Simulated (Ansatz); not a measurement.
```xyz
2

S     0.0000    0.0000   -1.0956
S     0.0000    0.0000    1.0956
```

Basis set: 6-31G (spherical functions). Correlated methods keep 10 orbitals frozen. Charge 0, multiplicity 3.

Computed with Ansatz (development build ahead of 0.2.0); the reference of a correlated method needn't be the lowest determinant of its kind.

(1) Give the atomization energy at this shape (free ground-state atoms in the same class of orbitals less the molecule, no zero-point energy) of triplet S2 by UHF-CCSD(T), UHF-BCCD(T).

Answers

(1)

```json
{"method": "UHF-CCSD(T)", "atomization energy": "202.1 kJ/mol"}
{"method": "UHF-BCCD(T)", "atomization energy": "201.0 kJ/mol"}
```

Caution: the reference determinant was not shown to be the lowest.

This basis has no polarisation functions and is too small for such energies, which can lie far from measured ones in either direction.
